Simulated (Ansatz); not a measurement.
Stretching the Ga1–H2 bond in GaH3 (SMILES [GaH3]) (multiplicity 1 held, fragments rigid). Energies count from the point at 1.570 Å.
Geometry at that point (charge 0, multiplicity 1):
```xyz
4

Ga     0.00000     0.00000     0.00000
H      1.56593    -0.10900    -0.02050
H     -0.87742    -1.30174     0.00609
H     -0.68850     1.41074     0.01441
```

Full CI gives the lowest state of the spin.

Cores are frozen in the correlated methods. Filled d and f shells under p-block atoms count as core.

The values were computed with Ansatz (Gaussian basis) for Hartree–Fock, density functionals and correlated methods. Each number belongs to the level named beside it.

Q: What is the computed energy at R = 5.024 Å (FCI/cc-pVDZ)?

A: 3.49 eV

Ansatz is a program for electronic structure.
